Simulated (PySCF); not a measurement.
**Radial density of Te(2+) (tellurium, charge +2)**

r2SCANh, [Kr] 4d10 5s1 5p3, high-spin 5S determinant (an excited configuration). Computed with PySCF 2.14 in x2c-QZVPPall (13s9p7d4f1g, 112 functions), with the spin-free X2C one-electron Hamiltonian (Gaussian nucleus).

| r (bohr) | 4πr²ρ (e/bohr) | 4πr²(ρα − ρβ) |
| --- | --- | --- |
| 0.0301 | 60.70 | 0.0346 |
| 0.0507 | 64.70 | 0.0858 |
| 0.0853 | 86.90 | 0.0755 |
| 0.143 | 63.41 | -0.0072 |
| 0.241 | 72.27 | 0.2223 |
| 0.406 | 34.64 | 0.0297 |
| 0.683 | 26.46 | 0.4444 |
| 1.15 | 12.50 | 0.2838 |
| 1.93 | 3.243 | 2.4700 |
| 3.25 | 0.6677 | 0.6625 |
| 5.46 | 0.008736 | 0.0087 |

Densities and radii are taken from the X2C orbitals without a picture-change correction, which distorts them close to the nucleus.

Where is the radial spin density 4πr²(ρα − ρβ) most negative, and why is it negative at all?

Around r = 0.143 bohr, down to -0.0072 e/bohr: exchange with the open shell polarises the paired shells in an unrestricted calculation.
